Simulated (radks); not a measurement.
He0.3+, 1.7 electrons, occupied as 1s1.7 (fractional occupations, a model configuration). Calculated with a radial shooting solver on a logarithmic mesh with Libxc functionals: Dirac Kohn-Sham, PBEsol, spin-unpolarised, spherical densities, point nucleus.

Radial electron density D(r) = 4 pi r^2 rho(r):

| r (bohr) | D(r) (e/bohr) |
|---|---|
| 0.03184 | 0.03754 |
| 0.03706 | 0.04982 |
| 0.04349 | 0.06686 |
| 0.05104 | 0.08933 |
| 0.05942 | 0.1171 |
| 0.06973 | 0.1547 |
| 0.08183 | 0.2030 |
| 0.09603 | 0.2642 |
| 0.1118 | 0.3364 |
| 0.1312 | 0.4289 |
| 0.154 | 0.5399 |
| 0.1792 | 0.6625 |
| 0.2103 | 0.8078 |
| 0.2468 | 0.9654 |
| 0.2896 | 1.127 |
| 0.3372 | 1.274 |
| 0.3957 | 1.406 |
| 0.4643 | 1.499 |
| 0.5406 | 1.535 |
| 0.6344 | 1.505 |
| 0.7444 | 1.402 |
| 0.8736 | 1.231 |
| 1.017 | 1.022 |
| 1.193 | 0.7795 |
| 1.401 | 0.5441 |
| 1.63 | 0.3522 |
| 1.913 | 0.1992 |
| 2.245 | 0.09886 |
| 2.635 | 0.04212 |
| 3.068 | 0.01585 |
| 3.6 | 0.004608 |

D(r) has 1 maximum, at r = 0.549 bohr.
